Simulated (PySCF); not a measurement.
Level of theory: B3LYP-D3(BJ)/def2-TZVP run with PySCF. Gas-phase values, no solvent. One relaxed conformer stands for a flexible species; it need not be the lowest. B3LYP has the VWN-RPA correlation part, as in Gaussian. Delta-SCF ions had no search for a lower state. Excitations are Tamm–Dancoff values on a coarser integration grid. The basis has no diffuse functions, so Rydberg states are missing or too high.

Reference species (SMILES): `[SH][Ga]([SH])[SH]` (neutral, multiplicity 1).

vertical ionisation energy (Delta-SCF): 9.43 eV
T1 excitation (TDA): 4.68 eV

Changed species: `[CH3][Ga]([CH3])[CH3]` (0 of 3 CH3 replaced by SH; the reference has 3 of 3 CH3 replaced by SH).

Predict the effect on the vertical ionisation energy (Delta-SCF) and T1 excitation (TDA).

the vertical ionisation energy (Delta-SCF) decreases by 0.06 eV, to 9.37 eV; the T1 excitation (TDA) increases by 0.21 eV, to 4.89 eV.
